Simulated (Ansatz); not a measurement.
Species: C$_{2}$H$_{6}$BS, charge 0, multiplicity 2. It need not be the lowest isomer of its formula. 
Coordinates optimised at B3LYP-D3(BJ)/def2-TZVP (Ansatz, a program for electronic structure):
```xyz
10

C      2.3523    -0.3325     0.2090
B      0.8287    -0.2561     0.4874
S     -0.4784     0.2401    -0.5555
C     -1.9951     0.0673     0.4616
H      2.7124    -1.3538     0.3668
H      2.6409    -0.0230    -0.8014
H      2.8972     0.2916     0.9238
H     -1.9347     0.7190     1.3289
H     -2.1141    -0.9660     0.7754
H     -2.8345     0.3629    -0.1656
```
Charge 0, spin multiplicity 2.

Total electronic energies in hartree. Valence correlation only, unless marked. UHF or UKS for open shells. Spin-orbit coupling is left out. Non-relativistic. CBS marks a two-point X^-3 extrapolation of the correlation energy; Hartree-Fock from the larger set. The bracket is a focal-point correction in the basis named.

```json
[
 {"level": "HF/STO-3G", "program": "Ansatz", "energy (Eh)": "-495.82016"},
 {"level": "HF/6-31G", "program": "Ansatz", "energy (Eh)": "-501.32102"},
 {"level": "HF/cc-pwCVTZ", "program": "Ansatz", "energy (Eh)": "-501.47520"},
 {"level": "RI-HF/cc-pV(T+d)Z", "program": "Ansatz", "energy (Eh)": "-501.47402"},
 {"level": "B3LYP-D3(BJ)/def2-TZVPD", "program": "Ansatz + dftd3", "energy (Eh)": "-502.91740"},
 {"level": "r2SCAN0-D4/def2-TZVPD", "program": "Ansatz + dftd4", "energy (Eh)": "-502.77478"},
 {"level": "r2SCAN0/def2-TZVPD", "program": "Ansatz", "energy (Eh)": "-502.77288"},
 {"level": "HSE06-D3(BJ)/def2-TZVPD", "program": "Ansatz + dftd3", "energy (Eh)": "-502.59319"},
 {"level": "LC-wPBE-D4/def2-TZVPD", "program": "Ansatz + dftd4", "energy (Eh)": "-502.69686"},
 {"level": "B2GP-PLYP/def2-TZVPD", "program": "Ansatz", "energy (Eh)": "___"},
 {"level": "MP2/cc-pVTZ", "program": "Ansatz", "energy (Eh)": "-502.07747"},
 {"level": "RI-MP2/CBS(aug-cc-pV(T+d)Z,aug-cc-pV(Q+d)Z)+[CCSD(T)-MP2]/aug-cc-pV(T+d)Z", "program": "Ansatz", "energy (Eh)": "-502.2425"},
 {"level": "RI-MP2/CBS(cc-pV(T+d)Z,cc-pV(Q+d)Z)+[CCSD(T)-MP2]/cc-pV(T+d)Z", "program": "Ansatz", "energy (Eh)": "-502.2414"},
 {"level": "RI-MP2/CBS(aug-cc-pV(T+d)Z,aug-cc-pV(Q+d)Z)+[CCSD(T)-MP2]/aug-cc-pV(Q+d)Z", "program": "Ansatz", "energy (Eh)": "-502.2371"},
 {"level": "CCSD(T)/CBS(aug-cc-pV(T+d)Z,aug-cc-pV(Q+d)Z)", "program": "Ansatz", "energy (Eh)": "-502.2334"}
]
```

**Question.** Complete the blanks.

**Answer.** 
- B2GP-PLYP/def2-TZVPD, energy (Eh): -502.56924
